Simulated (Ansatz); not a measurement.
`C=CBC=C` + `[NH2][GeH3]` → `C=C[NH][GeH3]` + `BC=C`  (substitution at a C–B bond)

Isolated molecules relaxed with PBE0-D4/def2-TZVP in Ansatz; ΔE leaves out vibrations. CCSD(T)/CBS adds triple-zeta CCSD(T) − MP2 to the extrapolated MP2 energy (def2 sets, frozen cores). Functionals use def2-TZVPP. B3LYP here is the variant with VWN-RPA as its local correlation; programs differ in this. For Ge outer-core shells are correlated without core-valence functions, which leaves a few kJ/mol of doubt a bond. Scalar relativity is left out up to krypton. Each species was taken in one conformer, which may not be the lowest.

(1) Is it downhill or uphill in electronic energy at CCSD(T)/CBS, and by how much? (Best estimate.)

(2) What do these levels give: r2SCAN-D4, PBE0-D4, B3LYP-D4, ωB97X-V, ωB97M-V, r2SCAN, HF/def2-TZVPP, MP2/def2-TZVPP, SCS-MP2/def2-TZVPP, CCSD(T)/def2-TZVPP, HF/CBS(def2), MP2/CBS(def2)? (An estimate is asked.)

Largest T1 diagnostic among the species: 0.012.

Results:

(1) Computed: Uphill: ΔE = +0.68 eV.

(2) The calculation gave: r2SCAN-D4 0.63, PBE0-D4 0.62, B3LYP-D4 0.61, ωB97X-V 0.60, ωB97M-V 0.64, r2SCAN 0.63, HF/def2-TZVPP 0.63, MP2/def2-TZVPP 0.67, SCS-MP2/def2-TZVPP 0.65, CCSD(T)/def2-TZVPP 0.67, HF/CBS(def2) 0.63, MP2/CBS(def2) 0.68 eV.

In def2-TZVPP, CCSD(T) changes the Hartree–Fock value by +0.04 eV (the triples alone add +0.00 eV) and MP2 by +0.03 eV.
